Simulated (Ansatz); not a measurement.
Geometry optimisation, RHF/def2-SVP (Ansatz 0.2.0).

Input file:

```yaml
crystal:
  periodic: [false, false, false]
  atoms:
    - { symbol: B, position_ang: [0.0, 0.0, 0.0] }
    - { symbol: "N", position_ang: [0.0, 0.0, 1.9] }
    - { symbol: H, position_ang: [-0.877, -0.2713, 2.43] }
    - { symbol: H, position_ang: [0.877, 0.2713, 2.43] }
    - { symbol: F, position_ang: [1.1431, 0.0, -0.66] }
    - { symbol: O, position_ang: [-1.2211, 0.0, -0.705] }
    - { symbol: H, position_ang: [-1.7308, -0.8467, -0.4965] }
    - { symbol: F, position_ang: [-0.2026, 1.5239, 0.5108] }
    - { symbol: H, position_ang: [-0.1429, 1.0745, 1.5229] }
basis:
  gaussian: { orbitals: def2-SVP }
hamiltonian:
  xc: hf
relax:
  f_tol: 0.15
  max_steps: 25
  restrain:
    - { distance: [0, 7], at: 2.52, k: 30.0 }
    - { distance: [8, 1], at: 2.26, k: 30.0 }
    - { distance: [0, 1], at: 1.55, k: 30.0 }
    - { distance: [8, 7], at: 0.92, k: 30.0 }
output:
  orbitals: {}
```

Command:

```bash
$ ansatz run input.yaml --threads 1 --pin off --max-ram 2048MiB --backend cpu --events-out ev --progress --plain --runs-dir out
```

Q: Where does it end, and by what steps?

A: It converged. The restraints hold the end off the free minimum; the threshold counts their pulls, which the force column leaves out. Restrained pairs: B1–F8 (1.62 → 2.53 Å), N2–H9 (1.15 → 2.25 Å), B1–N2 (1.90 → 1.49 Å), F8–H9 (1.11 → 0.91 Å). After 11 steps the energy has fallen by 3.502 eV (the restraints' own energy left out); H9 moved furthest, 0.93 Å.

```csv
step,energy less start (eV),largest force component (eV/Å),accepted
0,0.0000,5.493,yes
1,-0.5259,2.975,yes
2,-1.0798,2.415,yes
3,-1.9415,2.352,yes
4,-2.9625,1.895,yes
5,-3.0720,3.192,yes
6,-3.3870,1.835,yes
7,-3.4768,1.725,yes
8,-3.4707,1.857,yes
9,-3.4956,1.750,yes
10,-3.3468,3.278,no
11,-3.5021,1.918,yes
```

```xyz
9
Properties=species:S:1:pos:R:3
B 0.056 -0.214 0.220
N -0.003 -0.230 1.707
H -0.770 -0.680 2.165
H 0.860 -0.366 2.195
F 1.238 -0.023 -0.330
O -0.993 -0.458 -0.576
H -1.843 -0.508 -0.173
F -0.408 2.265 0.436
H -0.291 1.966 1.287
```

Time of the run: 23 s on 1 thread of Arm Neoverse V2 (shared host), peak memory 0.16 GiB.
